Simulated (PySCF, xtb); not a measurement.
CH7GeNO, SMILES C[NH][GeH2][OH].

GFN2-xTB run with xtb 6.7.1 at its own geometry gives an orbital gap of 7.01 eV and a dipole moment of 2.19 D.

Coordinates come from a ωB97X-D3(BJ)/def2-SVP optimisation. This is a generated structure with no PubChem entry under its InChIKey; it may be hypothetical. One conformer was computed; it need not be the lowest.

Task: What does B3LYP/def2-TZVP (PySCF) give? (Estimate from the structure and the level; the computed values follow.)

Result: gap 6.79 eV (levels -6.54 and 0.25 eV), dipole 2.03 D.
